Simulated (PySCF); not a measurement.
An element was calculated at r2SCAN (PySCF 2.14, ECP, a quadruple-zeta basis, no spin-orbit coupling), in the ground configurations that NIST lists.

```
electron affinity        : 0.487 eV
first ionisation energy  : 5.506 eV
second ionisation energy : 20.321 eV
third ionisation energy  : 30.123 eV
```

Which element is it?

Thallium (Tl, Z = 81), in aug-cc-pVQZ-PP with ECP60MDF. NIST lists 6.108, 20.428, 29.852 eV for these ionisation energies.
